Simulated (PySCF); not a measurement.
ClK, charge -1, doublet, at the geometry of the source list (a state made from the parent by changing its charge; the spin is typed, not shown lowest) (in this run its highest filled SCF level lies above zero, so its values depend strongly on the basis, on diffuse functions most of all). Base run: B3LYP/6-31G* (PySCF).

Input for PySCF:
```python
from pyscf import gto, scf, dft, solvent

mol = gto.Mole()
mol.atom = '''
    K    -0.77170000   -0.72380000   -0.74420000
    Cl    0.77170000    0.72380000    0.74420000
'''
mol.basis = '6-31g*'
mol.charge = -1
mol.spin = 1
mol.verbose = 4
mol.build()

mf = dft.UKS(mol)
mf.xc = 'b3lyp'
mf.kernel()
mf.analyze()
```

The base run was repeated with changes; each row names its change, and settings that it needs were set with it.

```csv
change,ΔE vs base (kcal/mol)
base,0.000
model = IEF-PCM; solvent = tetrahydrofuran; r_probe = 0.5,-35.25
model = SS(V)PE; solvent = tetrahydrofuran,-39.35
model = IEF-PCM; solvent = toluene,-25.78
model = IEF-PCM; solvent = tetrahydrofuran; vdw_scale = 1.0,-41.52
model = IEF-PCM; solvent = dichloromethane,-40.96
model = IEF-PCM; solvent = tetrahydrofuran; lebedev_order = 11,-39.00
model = IEF-PCM; solvent = tetrahydrofuran; vdw_scale = 1.4,-36.16
model = IEF-PCM; solvent = chloroform,-35.92
model = IEF-PCM; solvent = tetrahydrofuran; vdw_scale = 1.1,-41.18
model = IEF-PCM; solvent = dimethylsulfoxide,-45.62
model = C-PCM; solvent = tetrahydrofuran,-40.10
```

The base is the gas phase, so ΔE is the electrostatic part of solvation at a fixed geometry, without cavity and dispersion terms.

Open shells are given as the SCF converged; they aren't shown to be the lowest states, and a large step between rows can be another state.

The gas-phase anion may not be bound at this level, which the solvent then changes.
